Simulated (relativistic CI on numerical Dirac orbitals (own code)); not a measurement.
## Mn²⁺ in a cubic cluster: 3p photoemission with charge transfer

Computed with a charge-transfer multiplet model of a cubic metal-ligand cluster with up to one ligand hole, Slater and spin-orbit integrals from Dirac-Coulomb-Breit ions, Slater integrals scaled by 0.9. The ground state mixes d5 with configurations of k ligand holes L, whose averages lie at kΔ + k(k − 1)U_dd/2; a core hole lowers each added d electron by U_cd. 300 K, Lorentzian 0.9 eV and Gaussian 0.8 eV FWHM.

Atomic integrals in eV (Slater integrals scaled, ζ unscaled), ground: F2dd 9.229, F4dd 5.732, zeta_d 0.037; with the core hole: F2dd 10.286, F4dd 6.437, zeta_d 0.043, zeta_core 0.835, F2cd 11.113, G1cd 13.782, G3cd 8.391.

Cluster parameters (eV): Δ = 2.9, U_dd = 4.9, U_cd = 5.6, 10Dq(ligand) = 0.4, V(eg) = 2.5, V(t2g) = -1.22, final-state hopping factor = 1.

```tsv
Case	n_d	d5	d6L	S
10Dq = 0 eV	5.24	0.76	0.24	2.50
10Dq = 0.3 eV	5.23	0.77	0.23	2.50
10Dq = 0.6 eV	5.23	0.77	0.23	2.50
```

Weights, n_d and S are thermal averages at 300 K. Binding energies count from the first peak over 30 % of the highest in each spectrum, which can be another peak from case to case. The parameters are a model scan and need not match a compound or its usual spin state. Peaks in eV (height, largest 100):
- 10Dq = 0 eV: 0.0 (100), 2.7 (27), 7.1 (12), 11.1 (8), 19.9 (29), 21.7 (19), 28.5 (8)
- 10Dq = 0.3 eV: 0.0 (100), 2.7 (27), 7.1 (12), 11.1 (8), 19.9 (29), 21.6 (20), 28.5 (8)
- 10Dq = 0.6 eV: 0.0 (100), 2.6 (26), 7.0 (12), 11.1 (8), 19.8 (28), 21.5 (21), 28.4 (8)

Curve for 10Dq = 0.6 eV (points under 2 left out, the grid thinned):

```
E (eV)  Intensity
  -4.1        2.3
  -3.5        3.1
  -2.9        4.5
  -2.2        8.1
  -1.6       16.4
  -1.0       43.1
  -0.3       94.1
   0.3       91.5
   0.9       51.8
   1.5       25.9
   2.1       23.7
   2.8       25.8
   3.4       18.5
   4.0       12.2
   4.7        7.9
   5.3        6.3
   5.9        6.4
   6.5        9.5
   7.1       11.8
   7.8        6.7
   8.4        4.0
   9.0        3.3
   9.7        3.5
  10.3        4.9
  10.9        7.4
  11.5        6.3
  12.1        3.1
  17.0        2.2
  17.6        3.0
  18.2        5.1
  18.9       12.8
  19.5       25.0
  20.1       26.4
  20.7       17.9
  21.3       19.7
  22.0       16.2
  22.6        7.1
  23.2        3.9
  23.9        3.5
  24.5        3.2
  27.1        2.0
  27.7        4.5
  28.3        8.1
  29.0        5.7
  29.6        2.3
```

For the case 10Dq = 0.3 eV, Δ = 2.9 eV is smaller than U_dd = 4.9 eV, the charge-transfer side of the Zaanen-Sawatzky-Allen scheme. With the core hole the average of the configuration with one ligand hole lies at Δ − U_cd = -2.7 eV before mixing: the effective hopping of about 4.0 eV (from the holes of the mixed ground state) is comparable with this gap or larger, so the configurations mix strongly.

With at most 1 ligand hole the space is cut while the next configuration still counts, so covalency is underestimated, and a final configuration with one more ligand hole, which can lie low, is missing from the spectra.
